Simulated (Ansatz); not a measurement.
Z-matrix (Å, degrees):
```
Zr
H 1 1.8547
H 1 1.8547 2 109.47
H 1 1.8547 2 109.47 3 -120.00
H 1 1.8547 2 109.47 3 120.00
```
Charge 0, spin multiplicity 1.

The numbers are results of frozen-core CCSD(T)/def2-TZVPP // BP86-D3(BJ)/def2-SVP run with Ansatz (a quantum-chemistry and plane-wave program), not measurements.

The HF energy is -48.78101 Ha and the MP2 correlation energy comes out as -0.35224 Ha.

### Question
Estimate the CCSD correlation energy, the (T) correction, the total energy and the T1 diagnostic.

### Answer

- CCSD correlation energy = -0.38446 Ha
- (T) correction = -0.01203 Ha
- CCSD(T) total energy = -49.17749 Ha
- T1 diagnostic = 0.019
